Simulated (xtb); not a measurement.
CH₃, doublet, at a GFN2-xTB geometry, atoms displaced at random by about 0.1 Å a coordinate. Base run: GFN2-xTB run with xtb.

The xtb input:
```
$ xtb mol.xyz --gfn 2 --uhf 1 --opt --json

# file mol.xyz
4

C     -0.00325415    -0.06232390    -0.13498588
H     -0.06200346     1.06504231     0.05734683
H      1.03337171    -0.46731221     0.15300748
H     -0.83492470    -0.59942044     0.05442976
```

Each row names what was changed in the base input (with any setting that the change needs).

| change | ΔE vs base (kcal/mol) | optimiser steps |
|---|---|---|
| base | 0.000 | 7 |
| opt level = extreme | 0.000 | 10 |
| opt level = loose | 0.000 | 7 |
| opt level = lax | 0.000 | 7 |
| opt level = sloppy | 0.049 | 5 |
| opt level = tight | 0.000 | 8 |
| engine = lbfgs | 0.000 | - |
| opt level = vtight | 0.000 | 9 |
| engine = inertial | 0.000 | - |
| opt level = crude | 0.049 | 5 |
